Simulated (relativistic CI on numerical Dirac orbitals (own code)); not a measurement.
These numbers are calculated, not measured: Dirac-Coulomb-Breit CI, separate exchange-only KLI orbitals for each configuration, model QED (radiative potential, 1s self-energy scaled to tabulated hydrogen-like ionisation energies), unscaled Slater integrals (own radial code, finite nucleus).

The strongest absorption lines from the ground level of an ion, among the configurations computed and to levels below about 455 eV (vacuum wavelength in nm, gf): 2.7877 (0.61), 2.7977 (0.68), 2.8100 (0.73), 2.8131 (0.74), 2.8657 (0.96), 4.8104 (15), 4.8343 (8), 4.8442 (12).

Question: Which ion is it?
A. W29+
B. Hg35+
C. Lu26+
D. W31+

Answer: A. W29+ has 45 electrons and the ground level 4s²4p⁶4d⁹ ²D5/2; the strongest line goes to 4s²4p⁶4d⁸4f ²F°7/2. The pattern of lines fixes the number of electrons, and along that sequence the line energies rise steadily with the charge (about as its square where n changes within one kind of shell, about linearly where n is kept but much faster in heavy ions where fine structure, which grows about as Z⁴, sets the gap, and irregularly where shells cross), which fixes Z. Configurations outside the model, such as inner-shell arrays, can give stronger lines. At this charge energies of transitions that change n are usually good to better than 1 %, and those within a shell (Δn = 0) to a few per cent.

LS names give the leading component of a level, which can be under half, so a name can repeat, a term be missing and a line seem to break the LS rules.
